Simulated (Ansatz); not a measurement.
Program: Ansatz. Geometries: PBE0-D4/def2-TZVP. ΔE: electronic, gas phase. CCSD(T)/CBS adds triple-zeta CCSD(T) − MP2 to the extrapolated MP2 energy (def2 sets, frozen cores). Functionals use def2-TZVPP. For Ge outer-core shells are correlated without core-valence functions, which leaves a few kJ/mol of doubt a bond. Scalar relativity is left out up to krypton. Each species was taken in one conformer, which may not be the lowest.

`OC[S][GeH3]` → `C[O][GeH2][SH]`  (isomerisation)

`OC[S][GeH3]`:

Cartesian coordinates in Å:
```
O 1.411 -1.569 -0.039
C 1.175 -0.405 -0.764
S 0.899 1.095 0.250
Ge -1.270 0.877 0.641
H 0.640 -1.764 0.502
H 2.082 -0.200 -1.333
H 0.341 -0.509 -1.466
H -1.671 2.020 1.578
H -1.552 -0.483 1.314
H -2.053 0.939 -0.683
```

`C[O][GeH2][SH]`:

```xyz
10

C     1.124    1.041   -0.433
O     0.146    0.210   -1.014
Ge   -1.175   -0.397    0.002
S    -0.387   -1.597    1.696
H     0.693    1.974   -0.047
H     1.851    1.295   -1.208
H     1.652    0.539    0.387
H    -1.917    0.778    0.660
H    -2.020   -1.241   -0.954
H     0.033   -2.602    0.910
```

CCSD(T)/CBS gives -0.80 eV.

(1) Another level gave -0.70 eV. Which?
A. PBE/def2-TZVPP
B. CCSD/def2-TZVPP
C. HF/def2-TZVPP
D. ωB97M-V/def2-TZVPP

Largest T1 diagnostic among the species: 0.012.

Results:

(1) A. PBE -0.70, CCSD/def2-TZVPP -0.87, ωB97M-V -0.80, HF/def2-TZVPP -0.96 eV.

In def2-TZVPP, CCSD(T) changes the Hartree–Fock value by +0.11 eV (the triples alone add +0.02 eV) and MP2 by +0.09 eV.
